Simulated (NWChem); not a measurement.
Program: NWChem. System: Cl$_{2}$Se, charge 0, spin multiplicity 1, at a geometry optimised with B3LYP/def2-SVP. The structure started from a generated list of species. Level: RHF/def2-TZVP.

Job file:

```
start mol
memory heap 200 mb stack 900 mb global 1100 mb
geometry units angstroms nocenter noautoz
  Se     0.000000     0.000000     0.687229
  Cl    -1.715466     0.000000    -0.687229
  Cl     1.715466     0.000000    -0.687229
  symmetry group C2v
end
basis spherical
  * library def2-tzvp
end
scf
  rhf
  nopen 0
  maxiter 100
  thresh 1e-7
  semidirect memsize 60000000 filesize 0
end
task scf energy
```

NWChem printed:

```
             Northwest Computational Chemistry Package (NWChem) 7.3.0
             --------------------------------------------------------

                                NWChem Input Module
                                -------------------

 Scaling coordinates for geometry "geometry" by  1.889725989
 (inverse scale =  0.529177249)

 Turning off AUTOSYM since
 SYMMETRY directive was detected!

                             Geometry "geometry" -> ""
                             -------------------------

 Output coordinates in angstroms (scale by  1.889725989 to convert to a.u.)

  No.       Tag          Charge          X              Y              Z
 ---- ---------------- ---------- -------------- -------------- --------------
    1 Se                  34.0000     0.00000000     0.00000000     0.68722900
    2 Cl                  17.0000    -1.71546600     0.00000000    -0.68722900
    3 Cl                  17.0000     1.71546600     0.00000000    -0.68722900

 Effective nuclear repulsion energy (a.u.)     322.8644175041

            Nuclear Dipole moment (a.u.)
            ----------------------------
        X                 Y               Z
 ---------------- ---------------- ----------------
     0.0000000000     0.0000000000     0.0000000000

      Symmetry information
      --------------------

 Group name             C2v
 Group number             16
 Group order               4
 No. of unique centers     2

      Symmetry unique atoms

     1    2


 Summary of "ao basis" -> "" (spherical)
 ------------------------------------------------------------------------------
       Tag                 Description            Shells   Functions and Types
 ---------------- ------------------------------  ------  ---------------------
 *                         def2-tzvp                  on all atoms

 Summary of "ao basis" -> "ao basis" (spherical)
 ------------------------------------------------------------------------------
       Tag                 Description            Shells   Functions and Types
 ---------------- ------------------------------  ------  ---------------------
 Se                        def2-tzvp                16       48   6s5p4d1f
 Cl                        def2-tzvp                13       37   5s5p2d1f

                                 NWChem SCF Module
                                 -----------------

  ao basis        = "ao basis"
  functions       =   122
  atoms           =     3
  closed shells   =    34
  open shells     =     0
  charge          =   0.00
  wavefunction    = RHF
  use symmetry    = T
  symmetry adapt  = T

 Summary of "ao basis" -> "ao basis" (spherical)
 ------------------------------------------------------------------------------
       Tag                 Description            Shells   Functions and Types
 ---------------- ------------------------------  ------  ---------------------
 Se                        def2-tzvp                16       48   6s5p4d1f
 Cl                        def2-tzvp                13       37   5s5p2d1f

      Symmetry analysis of basis
      --------------------------

        a1         46
        a2         17
        b1         36
        b2         23

 Forming initial guess at       0.1s

      Superposition of Atomic Density Guess
      -------------------------------------

 Sum of atomic energies:       -3318.76190378

      Non-variational initial energy
      ------------------------------

 Total energy =   -3318.980976
 1-e energy   =   -5258.469569
 2-e energy   =    1616.624176
 HOMO         =      -0.227286
 LUMO         =      -0.075297

      Symmetry analysis of molecular orbitals - initial
      -------------------------------------------------

  Numbering of irreducible representations:

     1 a1          2 a2          3 b1          4 b2

  Orbital symmetries:

     1 a1          2 b1          3 a1          4 a1          5 b1
     6 a1          7 b2          8 b1          9 a1         10 a1
    11 a1         12 b1         13 a1         14 b2         15 b1
    16 a2         17 b1         18 a1         19 b2         20 b1
    21 a1         22 a2         23 a1         24 b2         25 a1
    26 b1         27 a1         28 b1         29 a1         30 b2
    31 a2         32 b1         33 a1         34 b2         35 a1
    36 b1         37 b1         38 a1         39 b2         40 a1
    41 a2         42 b1         43 a1         44 b2

 Starting SCF solution at       2.6s

 ----------------------------------------------
         Quadratically convergent ROHF

 Convergence threshold     :          1.000E-07
 Maximum no. of iterations :          100
 Final Fock-matrix accuracy:          1.000E-09
 ----------------------------------------------

              iter       energy          gnorm     gmax       time
             ----- ------------------- --------- --------- --------
                 1    -3318.8194749796  7.32D-01  1.81D-01      2.6
                 2    -3318.8589437556  2.10D-01  4.13D-02      2.7
                 3    -3318.8631036552  2.02D-02  6.19D-03      2.9
                 4    -3318.8631809003  3.14D-04  9.08D-05      3.2
                 5    -3318.8631809148  5.05D-08  1.29D-08      3.8

       Final RHF  results
       ------------------

         Total SCF energy =  -3318.863180914808
      One-electron energy =  -5256.848747841224
      Two-electron energy =   1615.121149422287
 Nuclear repulsion energy =    322.864417504129

        Time for solution =      1.2s

       Symmetry analysis of molecular orbitals - final
       -----------------------------------------------

  Numbering of irreducible representations:

     1 a1          2 a2          3 b1          4 b2

  Orbital symmetries:

     1 a1          2 b1          3 a1          4 a1          5 b1
     6 a1          7 b2          8 b1          9 a1         10 a1
    11 b1         12 a1         13 a1         14 b1         15 b2
    16 a2         17 b1         18 a1         19 b2         20 b1
    21 a1         22 a2         23 b2         24 a1         25 a1
    26 b1         27 a1         28 b1         29 a1         30 b2
    31 a2         32 b1         33 a1         34 b2         35 a1
    36 b1         37 b1         38 a1         39 b2         40 a1
    41 a2         42 a1         43 b2         44 b1

             Final eigenvalues
             -----------------

              1
    1 -460.9376
    2 -104.8648
    3 -104.8648
    4  -60.7381
    5  -54.3394
    6  -54.3388
    7  -54.3364
    8  -10.5912
    9  -10.5912
   10   -9.0014
   11   -8.0578
   12   -8.0578
   13   -8.0562
   14   -8.0562
   15   -8.0560
   16   -8.0560
   17   -6.7360
   18   -6.7335
   19   -6.7235
   20   -2.7293
   21   -2.7286
   22   -2.7153
   23   -2.7122
   24   -2.7091
   25   -1.1484
   26   -1.0999
   27   -0.8757
   28   -0.5737
   29   -0.5427
   30   -0.5342
   31   -0.4898
   32   -0.4716
   33   -0.4679
   34   -0.3678
   35    0.0249
   36    0.0402
   37    0.2858
   38    0.2898
   39    0.3137
   40    0.3398
   41    0.3563
   42    0.3673
   43    0.3714
   44    0.3737

                       ROHF Final Molecular Orbital Analysis
                       -------------------------------------

 Vector   32  Occ=2.000000D+00  E=-4.716075D-01  Symmetry=b1
              MO Center=  6.7D-14, -1.0D-15, -6.3D-01, r^2= 4.2D+00
   Bfn.  Coefficient  Atom+Function         Bfn.  Coefficient  Atom+Function
  ----- ------------  ---------------      ----- ------------  ---------------
    63      0.326567  2 Cl px               100      0.326567  3 Cl px
    65     -0.232622  2 Cl pz               102      0.232622  3 Cl pz
    66      0.207735  2 Cl px               103      0.207735  3 Cl px
    68     -0.153647  2 Cl pz               105      0.153647  3 Cl pz

 Vector   33  Occ=2.000000D+00  E=-4.679292D-01  Symmetry=a1
              MO Center=  1.7D-13, -2.3D-18, -2.8D-01, r^2= 4.0D+00
   Bfn.  Coefficient  Atom+Function         Bfn.  Coefficient  Atom+Function
  ----- ------------  ---------------      ----- ------------  ---------------
    65      0.349659  2 Cl pz               102      0.349659  3 Cl pz
     6     -0.239215  1 Se s                 18     -0.237284  1 Se pz
    68      0.223051  2 Cl pz               105      0.223051  3 Cl pz
     5     -0.186126  1 Se s                 62      0.158396  2 Cl pz
    99      0.158396  3 Cl pz

 Vector   34  Occ=2.000000D+00  E=-3.677825D-01  Symmetry=b2
              MO Center=  1.8D-15,  5.0D-15,  3.1D-01, r^2= 3.0D+00
   Bfn.  Coefficient  Atom+Function         Bfn.  Coefficient  Atom+Function
  ----- ------------  ---------------      ----- ------------  ---------------
    17      0.504708  1 Se py                20      0.302177  1 Se py
    11     -0.296146  1 Se py                14      0.264678  1 Se py
    64     -0.225601  2 Cl py               101     -0.225601  3 Cl py
    67     -0.194687  2 Cl py               104     -0.194687  3 Cl py

 Vector   35  Occ=0.000000D+00  E= 2.490517D-02  Symmetry=a1
              MO Center=  4.3D-13, -3.2D-15,  1.6D-01, r^2= 4.3D+00
   Bfn.  Coefficient  Atom+Function         Bfn.  Coefficient  Atom+Function
  ----- ------------  ---------------      ----- ------------  ---------------
    21      0.644158  1 Se pz                 6     -0.544775  1 Se s
    66      0.400301  2 Cl px               103     -0.400301  3 Cl px
    18      0.387849  1 Se pz                53      0.328183  2 Cl s
    90      0.328183  3 Cl s                  5     -0.231264  1 Se s
    12     -0.226240  1 Se pz                63      0.205604  2 Cl px

 Vector   36  Occ=0.000000D+00  E= 4.019916D-02  Symmetry=b1
              MO Center= -1.6D-14,  9.7D-17,  4.2D-01, r^2= 4.0D+00
   Bfn.  Coefficient  Atom+Function         Bfn.  Coefficient  Atom+Function
  ----- ------------  ---------------      ----- ------------  ---------------
    19      0.771869  1 Se px                16      0.430151  1 Se px
    53      0.367354  2 Cl s                 90     -0.367354  3 Cl s
    68      0.328150  2 Cl pz               105     -0.328150  3 Cl pz
    10     -0.252410  1 Se px                66      0.224945  2 Cl px
   103      0.224945  3 Cl px                13      0.218915  1 Se px

 Vector   37  Occ=0.000000D+00  E= 2.857611D-01  Symmetry=b1
              MO Center=  9.6D-14,  8.5D-16,  7.5D-01, r^2= 5.5D+00
   Bfn.  Coefficient  Atom+Function         Bfn.  Coefficient  Atom+Function
  ----- ------------  ---------------      ----- ------------  ---------------
    19      1.891923  1 Se px                16     -1.086491  1 Se px
    53      0.642534  2 Cl s                 90     -0.642534  3 Cl s
    40      0.252519  1 Se d  1              10      0.185536  1 Se px
    68      0.177050  2 Cl pz               105     -0.177050  3 Cl pz

 center of mass
 --------------
 x =   0.00000000 y =   0.00000000 z =   0.07835006

 moments of inertia (a.u.)
 ------------------
         250.140112614968           0.000000000000           0.000000000000
           0.000000000000         985.116263831667           0.000000000000
           0.000000000000           0.000000000000         734.976151216699

  Mulliken analysis of the total density
  --------------------------------------

    Atom       Charge   Shell Charges
 -----------   ------   -------------------------------------------------------
    1 Se  34    33.60   2.00  2.00  1.17  0.77  1.06  0.88  6.00  5.93  0.86  2.09  0.64  8.97  1.03  0.05  0.12  0.03
    2 Cl  17    17.20   2.01  0.45  1.52  1.10  0.88  4.18  1.69  1.05  2.83  1.43  0.01  0.04  0.00
    3 Cl  17    17.20   2.01  0.45  1.52  1.10  0.88  4.18  1.69  1.05  2.83  1.43  0.01  0.04  0.00

       Multipole analysis of the density wrt the origin
       ------------------------------------------------

     L   x y z        total         open         nuclear
     -   - - -        -----         ----         -------
     0   0 0 0     -0.000000      0.000000     68.000000

     1   1 0 0     -0.000000      0.000000      0.000000
     1   0 1 0     -0.000000      0.000000      0.000000
     1   0 0 1      0.533971      0.000000      0.000000

     2   2 0 0    -32.239483      0.000000    357.306419
     2   1 1 0     -0.000000      0.000000      0.000000
     2   1 0 1      0.000000      0.000000      0.000000
     2   0 2 0    -33.584043      0.000000      0.000000
     2   0 1 1     -0.000000      0.000000      0.000000
     2   0 0 2    -30.626073      0.000000    114.685771

 Task  times  cpu:        3.8s     wall:        3.8s

 Total times  cpu:        3.9s     wall:        3.9s
```
